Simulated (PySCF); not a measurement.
Spectrum to structure. Level of theory: TDDFT PBE0/def2-SVPD, vertical, gas phase, core orbitals frozen in the response in PySCF. Geometries: GFN2-xTB, one conformer each.

```csv
state,λ (nm),f
S1,229.1,0.0020
S2,219.7,0.031
S3,206.3,0.0017
S4,196.5,0.0047
S5,194.9,0.042
S6,193.1,0.012
S7,188.8,0.015
S8,186.3,0.025
```

Question: Which candidate is it? All have the formula C4H8SSi.
A. `CC#CCS[SiH3]`
B. `C=C[C@@H]1C[Si@@H]1S`
C. `C=C[C@@H]1C[Si@H]1S`

Answer: A. Its S1, at 5.41 eV, is the highest among the candidates; the nearest of the others has S1 at 5.06 eV. S1 is HOMO→LUMO+1 (58%), HOMO→LUMO (37%). Löwdin shares by element: HOMO sulfur 66%, carbon 13% or more, silicon 8%; LUMO sulfur 30%, carbon 24% or more, silicon 17% (atoms not listed hold the other 29%). At the same level the other candidates give, for their lowest levels:
- `C=C[C@@H]1C[Si@@H]1S`: 245 nm (f 0.106); 234 nm (f 0.050); 219 nm (f 0.017); 208 nm (f 0.009); 205 nm (f 0.032); T1 3.82 eV; HOMO -6.35, LUMO -0.37 eV
- `C=C[C@@H]1C[Si@H]1S`: 249 nm (f 0.137); 240 nm (f 0.029); 219 nm (f 0.074); 213 nm (f 0.024); 206 nm (f 0.017); T1 3.77 eV; HOMO -6.27, LUMO -0.34 eV

Conformer computed: `[CH3:1][C:2]#[C:3][CH2:4][S:5][SiH3:6]`: C3–C4–S5–Si6 64°.
Triplets come from the Tamm–Dancoff approximation.
